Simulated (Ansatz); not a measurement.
**Nudged elastic band run: C$_{3}$H$_{5}$B**

input.yaml

```yaml
crystal:
  periodic: [false, false, false]
  atoms:
    - { symbol: B, position_ang: [-0.678405, 1.812946, -1.456056] }
    - { symbol: C, position_ang: [-0.023538, 0.927831, -0.639041] }
    - { symbol: C, position_ang: [0.611795, 0.060709, 0.162023] }
    - { symbol: C, position_ang: [0.013575, -1.160275, 0.78919] }
    - { symbol: H, position_ang: [-1.246589, 2.583962, -2.166032] }
    - { symbol: H, position_ang: [1.68433, 0.23312, 0.407813] }
    - { symbol: H, position_ang: [0.592293, -2.065148, 0.499289] }
    - { symbol: H, position_ang: [-1.046521, -1.294582, 0.505409] }
    - { symbol: H, position_ang: [0.09307, -1.098563, 1.897405] }
basis:
  gaussian: { orbitals: def2-SVP }
hamiltonian:
  xc: pbe
  dispersion: d4
neb:
  order_check: false
  images: 9
  f_tol: 0.03
  max_iterations: 6
  final_atoms:
    - { symbol: B, position_ang: [-0.66762009, 1.96876677, -1.24388494] }
    - { symbol: C, position_ang: [-0.02890618, 0.88827047, -0.69231245] }
    - { symbol: C, position_ang: [0.59348721, -0.16792311, -0.1497517] }
    - { symbol: C, position_ang: [0.0167863, -1.10501031, 0.86581379] }
    - { symbol: H, position_ang: [-1.21989329, 2.90990397, -1.72440458] }
    - { symbol: H, position_ang: [1.63826617, -0.40011355, -0.45745013] }
    - { symbol: H, position_ang: [0.64251185, -1.1027552, 1.78594536] }
    - { symbol: H, position_ang: [0.04925687, -2.15029468, 0.4863487] }
    - { symbol: H, position_ang: [-1.02387885, -0.84084436, 1.12969593] }
  initial_path:
    images:
      - { positions_ang: [[-0.678405, 1.812946, -1.456056], [-0.023538, 0.927831, -0.639041], [0.611795, 0.060709, 0.162023], [0.013575, -1.160275, 0.78919], [-1.246589, 2.583962, -2.166032], [1.68433, 0.23312, 0.407813], [0.592293, -2.065148, 0.499289], [-1.046521, -1.294582, 0.505409], [0.09307, -1.098563, 1.897405]] }
      - { positions_ang: [[-0.68219899, 1.82770605, -1.42077811], [-0.02041678, 0.92157657, -0.64195868], [0.61882233, 0.03450569, 0.12233701], [0.01354095, -1.15398079, 0.79215115], [-1.25025781, 2.61267281, -2.09527858], [1.69389281, 0.1583669, 0.30434637], [0.63038992, -2.00425845, 0.64925372], [-0.96997553, -1.38460584, 0.44770722], [-0.0337869, -1.01198294, 1.8422199]] }
      - { positions_ang: [[-0.68599298, 1.8424661, -1.38550023], [-0.01729555, 0.91532215, -0.64487636], [0.62584965, 0.00830237, 0.08265103], [0.0135069, -1.14768658, 0.7951123], [-1.25392662, 2.64138362, -2.02452516], [1.70345562, 0.0836138, 0.20087975], [0.66848684, -1.94336889, 0.79921843], [-0.89343006, -1.47462967, 0.39000545], [-0.1606438, -0.92540289, 1.78703479]] }
      - { positions_ang: [[-0.68978698, 1.85722615, -1.35022234], [-0.01417433, 0.90906772, -0.64779404], [0.63287698, -0.01790094, 0.04296504], [0.01347285, -1.14139238, 0.79807346], [-1.25759542, 2.67009443, -1.95377175], [1.71301843, 0.0088607, 0.09741312], [0.70658376, -1.88247934, 0.94918315], [-0.81688459, -1.56465351, 0.33230367], [-0.2875007, -0.83882283, 1.73184969]] }
      - { positions_ang: [[-0.69358097, 1.8719862, -1.31494446], [-0.0110531, 0.90281329, -0.65071171], [0.63990431, -0.04410425, 0.00327905], [0.01343881, -1.13509817, 0.80103461], [-1.26126423, 2.69880523, -1.88301833], [1.72258124, -0.0658924, -0.0060535], [0.74468068, -1.82158979, 1.09914787], [-0.74033913, -1.65467735, 0.2746019], [-0.4143576, -0.75224277, 1.67666458]] }
      - { positions_ang: [[-0.69737496, 1.88674625, -1.27966657], [-0.00793188, 0.89655886, -0.65362939], [0.64693164, -0.07030757, -0.03640694], [0.01340476, -1.12880396, 0.80399576], [-1.26493304, 2.72751604, -1.81226491], [1.73214404, -0.14064549, -0.10952013], [0.7827776, -1.76070023, 1.24911258], [-0.66379366, -1.74470119, 0.21690012], [-0.5412145, -0.66566272, 1.62147948]] }
      - { positions_ang: [[-0.69142399, 1.90315036, -1.27251025], [-0.01212674, 0.89490118, -0.66136601], [0.63624275, -0.08983068, -0.05907589], [0.01408107, -1.12404523, 0.81635937], [-1.25592509, 2.76399363, -1.79469284], [1.71336847, -0.19253911, -0.17910613], [0.75472445, -1.62911122, 1.35647914], [-0.52118355, -1.82581989, 0.27078984], [-0.63774737, -0.70069905, 1.52312277]] }
      - { positions_ang: [[-0.68547301, 1.91955446, -1.26535392], [-0.0163216, 0.8932435, -0.66910262], [0.62555386, -0.10935379, -0.08174484], [0.01475738, -1.1192865, 0.82872297], [-1.24691714, 2.80047122, -1.77712078], [1.6945929, -0.24443272, -0.24869213], [0.7266713, -1.49752222, 1.4638457], [-0.37857344, -1.90693858, 0.32467955], [-0.73428024, -0.73573538, 1.42476606]] }
      - { positions_ang: [[-0.67952204, 1.93595856, -1.25819759], [-0.02051646, 0.89158582, -0.67683923], [0.61486498, -0.12887689, -0.1044138], [0.01543369, -1.11452777, 0.84108658], [-1.23790919, 2.8369488, -1.75954871], [1.67581732, -0.29632633, -0.31827813], [0.69861815, -1.36593321, 1.57121225], [-0.23596334, -1.98805728, 0.37856927], [-0.83081311, -0.77077171, 1.32640935]] }
      - { positions_ang: [[-0.67357107, 1.95236266, -1.25104127], [-0.02471132, 0.88992815, -0.68457584], [0.60417609, -0.1484, -0.12708275], [0.01611, -1.10976904, 0.85345019], [-1.22890124, 2.87342639, -1.74197664], [1.65704175, -0.34821994, -0.38786413], [0.670565, -1.2343442, 1.67857881], [-0.09335323, -2.06917598, 0.43245899], [-0.92734598, -0.80580803, 1.22805264]] }
      - { positions_ang: [[-0.66762009, 1.96876677, -1.24388494], [-0.02890618, 0.88827047, -0.69231245], [0.59348721, -0.16792311, -0.1497517], [0.0167863, -1.10501031, 0.86581379], [-1.21989329, 2.90990397, -1.72440458], [1.63826617, -0.40011355, -0.45745013], [0.64251185, -1.1027552, 1.78594536], [0.04925687, -2.15029468, 0.4863487], [-1.02387885, -0.84084436, 1.12969593]] }
```

Run as:

```bash
$ ansatz run input.yaml --threads 1 --pin off --max-ram 2048MiB --backend cpu --events-out ev --progress --plain --runs-dir out
```

Output, in part (warnings, iteration lines, the closing report on the highest movable image, with atoms numbered from 0):

```
NEB end point (image 0): max|allowed force component| = 3.285e-3 eV/Å (the criterion of neb.relax_end_points is 1.000e-2)
NEB end point (image 10): max|allowed force component| = 4.943e-3 eV/Å (the criterion of neb.relax_end_points is 1.000e-2)
NEB iter   1: max|band force component| = 3.117e0 eV/Å  barrier→ = 0.5081 eV  barrier← = 0.5081 eV  Δτ_max = 0.0818 Å  (303 SCF iters)
NEB iter   2: max|band force component| = 7.419e-1 eV/Å  barrier→ = 0.0804 eV  barrier← = 0.0805 eV  Δτ_max = 0.0790 Å  (284 SCF iters)
NEB iter   3: max|band force component| = 6.424e-1 eV/Å  barrier→ = 0.0825 eV  barrier← = 0.0825 eV  Δτ_max = 0.0729 Å  (273 SCF iters)
NEB iter   4: max|band force component| = 2.629e-1 eV/Å  barrier→ = 0.0645 eV  barrier← = 0.0645 eV  CI = image 5  Δτ_max = 0.0229 Å  (269 SCF iters)
NEB iter   5: max|band force component| = 3.564e-2 eV/Å  barrier→ = 0.0635 eV  barrier← = 0.0635 eV  CI = image 5  Δτ_max = 0.0031 Å  (287 SCF iters)
NEB iter   6: max|band force component| = 2.275e-2 eV/Å  barrier→ = 0.0634 eV  barrier← = 0.0634 eV  CI = image 5  Δτ_max = 0.0000 Å  (478 SCF iters)
Total energy: -3857.72070062 eV, -141.7686208907 hartree
Atom 0 at    -0.700747     1.900719    -1.299589 Å, force     0.014557     0.003442    -0.003836 eV/Å
Atom 1 at    -0.009363     0.906690    -0.656546 Å, force    -0.016627    -0.001505     0.005625 eV/Å
Atom 2 at     0.659709    -0.067887    -0.023601 Å, force    -0.001709    -0.015916     0.009503 eV/Å
Atom 3 at     0.034165    -1.143062     0.824619 Å, force     0.011495     0.010775    -0.004920 eV/Å
Atom 4 at    -1.293624     2.769006    -1.862006 Å, force    -0.001252    -0.001884     0.000800 eV/Å
Atom 5 at     1.768076    -0.109664    -0.115831 Å, force    -0.001694     0.005911    -0.005438 eV/Å
Atom 6 at     0.784594    -1.834824     1.252272 Å, force    -0.001581     0.001175    -0.000597 eV/Å
Atom 7 at    -0.693904    -1.731123     0.226567 Å, force    -0.000983    -0.000241     0.000358 eV/Å
Atom 8 at    -0.548896    -0.689855     1.654114 Å, force    -0.002207    -0.001759    -0.001496 eV/Å
Dipole moment:     0.058087    -0.255481     0.178202 e Å
```

The forces met the threshold. Another band between the same ends (9 images) ends at a top of the same energy, where a vibrational analysis finds 1 clearly imaginary mode.

Final band (atoms are numbered from 1 in the order of the input):

```tsv
image	path coordinate (Å)	energy (kcal/mol)	dihedral C2–C3–C4–H8 (°)
0	0.00	0.0	1
1	0.31	0.1	12
2	0.62	0.5	23
3	0.93	0.9	34
4	1.24	1.3	46
5	1.55	1.5	59
6	1.87	1.3	72
7	2.18	0.9	85
8	2.50	0.4	98
9	2.81	0.1	110
10	3.13	0.0	123
```

Time of the run: 120 s on 1 CPU thread of a shared host.
